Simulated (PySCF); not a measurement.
Computed properties of Se(F)(OH) (FHOSe), SMILES O[Se]F

FHOSe, SMILES O[Se]F. Geometry: B3LYP-D3(BJ)/def2-TZVP. The values are those of a single conformer. All values are computed for the isolated molecule unless a solvent is named; none is compared with measurement here.

**Structure.** All 6 harmonic modes at B3LYP-D3(BJ)/def2-TZVP (PySCF) are real, so it is a minimum. With heavy atoms numbered as in [Se:1]([F:2])[OH:3], the shortest bond between them is Se1–F2 at 1.771 Å and the longest Se1–O3 at 1.777 Å.

**Vibrations.** The strongest infrared lines (harmonic, unscaled, degenerate partners summed) lie at 637 cm⁻¹ (118 km/mol, F 73 %, Se 21 %), 508 cm⁻¹ (99 km/mol, H 88 %, O 9 %), 3755 cm⁻¹ (93 km/mol, H 94 %). The softest mode is at 260 cm⁻¹ and the zero-point energy is 10.0 kcal/mol.

**Electronic structure.** CAM-B3LYP/def2-TZVPD (PySCF) places the frontier levels at -8.38 and -0.83 eV, a gap of 7.55 eV, and gives a dipole moment of 2.17 D and a mean polarisability of 34.0 bohr³.

**Excitations.** TDA-B3LYP/def2-SVPD (PySCF) has S1 at 3.29 eV (377 nm, f = 0.000, dark); the most intense of the 10 singlets computed lies at 6.95 eV (f = 0.06). T1 (TDA) is at 2.45 eV, 0.84 eV under S1. No vertical singlet excitation falls in the visible range (under 3.1 eV).

**NMR.** GIAO shifts at KT2/pcSseg-2 (PySCF) (non-relativistic, atoms alike by connectivity averaged): ¹H at 7.6 ppm against TMS; ¹⁹F at -256.8 ppm against CFCl3.
